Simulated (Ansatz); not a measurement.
Computed with Ansatz on PBE0-D4/def2-TZVP structures; ΔE is electronic, products minus reactants. CCSD(T)/CBS is the MP2 limit (def2-TZVPP, def2-QZVPP) plus CCSD(T) − MP2 in def2-TZVPP, frozen cores. This one scheme is used for every species, atoms too. Functionals use def2-TZVPP. No spin–orbit coupling; open shells (•) take unrestricted orbitals. Spin–orbit coupling would lower the free atoms: a little for Al, F, O, Si. One conformer a species, not always the lowest.

`[NH2][Al]([F])[O][SiH3]` → Al• + F• + 5 H• + N• + O• + Si•  (atomization)

```json
{"species": "`[NH2][Al]([F])[O][SiH3]`", "CAM-B3LYP energy (Eh)": "-765.04476"}
{"species": "Al•", "CAM-B3LYP energy (Eh)": "-242.36801"}
{"species": "F•", "CAM-B3LYP energy (Eh)": "-99.74685"}
{"species": "H•", "CAM-B3LYP energy (Eh)": "-0.49881"}
{"species": "N•", "CAM-B3LYP energy (Eh)": "-54.58263"}
{"species": "O•", "CAM-B3LYP energy (Eh)": "-75.07325"}
{"species": "Si•", "CAM-B3LYP energy (Eh)": "-289.37690"}
```

Problem. Work out ΔE.

Solution. ΔE = 5 × (-0.49881) + (-242.36801) + (-99.74685) + (-54.58263) + (-75.07325) + (-289.37690) − (-765.04476) = 1.40307 Eh = +38.18 eV. CCSD(T)/CBS gives +38.33 eV.

Largest T1 diagnostic among the species: 0.018.

In def2-TZVPP, CCSD(T) changes the Hartree–Fock value by +9.26 eV (the triples alone add +0.48 eV) and MP2 by +10.10 eV; breaking electron pairs costs correlation energy, which Hartree–Fock lacks. From r2SCAN to r2SCAN0 (25 % exact exchange), in def2-TZVPP and without D4, ΔE moves by −0.72 eV: exact exchange takes away binding that semilocal exchange gives to molecules.

For atomizations the MP2-based limit and the directly extrapolated one differ by several kJ/mol either way, and by 10 to 25 for some Ge, Se and Sn compounds, so smaller differences from it don't rank the levels.
